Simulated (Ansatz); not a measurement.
`C=[C]([AlH2])S` and `C=C(S)I` differ in one atom or group.

Ansatz, PBE0-D4/def2-TZVP geometries, multiplicity 1. Each molecule was computed in one conformer, which needn't be the lowest.

Elements past krypton have def2 core potentials.

```json
{"property": "zero-point energy (PBE0-D4/def2-TZVP) / kJ/mol", "`C=[C]([AlH2])S`": "143.8"}
{"property": "HOMO–LUMO gap (PBE/def2-TZVPP) / eV", "`C=[C]([AlH2])S`": "2.91"}
{"property": "HOMO energy (ωB97M-V/def2-TZVPP) / eV", "`C=[C]([AlH2])S`": "-8.66"}
{"property": "HOMO–LUMO gap (PBE0/def2-TZVPP) / eV", "`C=[C]([AlH2])S`": "4.73"}
{"property": "LUMO energy (PBE0/def2-TZVPP) / eV", "`C=[C]([AlH2])S`": "-1.83"}
{"property": "ideal-gas entropy at 298 K and 1 bar (rigid rotor, harmonic PBE0-D4/def2-TZVP) / J/(mol·K)", "`C=[C]([AlH2])S`": "329"}
```

(1) What does the change do to each property? (Best estimate.)

Answers

(1) The calculation gave: 
```
                                                                                  property  `C=C(S)I`  shift
                                            zero-point energy (PBE0-D4/def2-TZVP) / kJ/mol      108.6  -35.2
                                                       HOMO–LUMO gap (PBE/def2-TZVPP) / eV       3.70   0.79
                                                     HOMO energy (ωB97M-V/def2-TZVPP) / eV      -8.91  -0.25
                                                      HOMO–LUMO gap (PBE0/def2-TZVPP) / eV       5.70   0.97
                                                        LUMO energy (PBE0/def2-TZVPP) / eV      -1.11   0.72
ideal-gas entropy at 298 K and 1 bar (rigid rotor, harmonic PBE0-D4/def2-TZVP) / J/(mol·K)        322     -7
```

With PBE0 the HOMO falls by 0.25 eV and the LUMO rises by 0.72 eV, so the gap widens by about 0.97 eV. PBE moves the HOMO by -0.20 eV and ωB97M-V by -0.25 eV. The zero-point energy changes by -35.2 kJ/mol with -6 modes.

Spin–orbit coupling is left out; it splits and shifts lone-pair levels of the heavy atoms by tenths of an eV.
